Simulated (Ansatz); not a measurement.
SiN₂H₇F, singlet: at a first-order saddle point.

Input (in.yaml):

```yaml
crystal:
  periodic: [false, false, false]
  atoms:
    - {symbol: Si, position_ang: [-0.102793, -0.636363, 0.242829]}
    - {symbol: N, position_ang: [1.143244, 0.239896, -0.809472]}
    - {symbol: H, position_ang: [-0.451892, -1.809784, -0.627543]}
    - {symbol: H, position_ang: [0.647887, -1.212044, 1.376995]}
    - {symbol: N, position_ang: [-1.595919, 0.154070, 0.321022]}
    - {symbol: H, position_ang: [1.120839, 1.032950, 0.052710]}
    - {symbol: F, position_ang: [0.577810, 1.235579, 1.170366]}
    - {symbol: H, position_ang: [2.029340, -0.236208, -0.926906]}
    - {symbol: H, position_ang: [0.795791, 0.550459, -1.707986]}
    - {symbol: H, position_ang: [-1.721034, 0.965935, 0.900507]}
    - {symbol: H, position_ang: [-2.443373, -0.284490, 0.007479]}
basis:
  gaussian: {orbitals: def2-SVP}
hamiltonian: {xc: pbe, dispersion: d4}
```

Command:

```bash
ansatz run in.yaml --threads 4 --pin off --events-out ev --progress --plain --max-ram 9574MiB
```

The run's output (Ansatz 0.2.0):

```
Functional definition: PBE
  name "PBE"
  cite "Perdew, Burke & Ernzerhof, Phys. Rev. Lett. 77, 3865 (1996) doi:10.1103/PhysRevLett.77.3865"
  parent pbe
  parameter kappa = 0.804
  parameter beta = 0.06672455060314922
  exchange = pbe_x(kappa = kappa, mu = beta*pi^2/3)
  correlation = pbe_c(beta = beta)
1094 factors; their error is unknown
mean field evaluation 1: about -13659.5823 eV, gradient 8.2e1 eV
mean field evaluation 2: about -13627.3381 eV, gradient 1.4e2 eV
mean field evaluation 4: about -13672.0676 eV, gradient 1.2e1 eV
mean field evaluation 8: about -13672.3701 eV, gradient 2.4e-1 eV
mean field evaluation 16: about -13672.3023 eV, gradient 8.0e-5 eV
mean field -13672.30225179 eV, -502.4478403339 hartree, gradient 8.0e-5 eV, S^2 0.000000; 0 other end points of the search recorded, 0 dependent functions left out
reference -13672.30228728 eV, -502.4478416382 hartree; 22, 22 occupied and 73, 73 virtual orbitals, 1094 factors
Total energy: -13672.49004146 eV, -502.4547414772 hartree
```

The run took about 0.65 s on 4 CPU threads of an Arm Neoverse V1 (shared host).
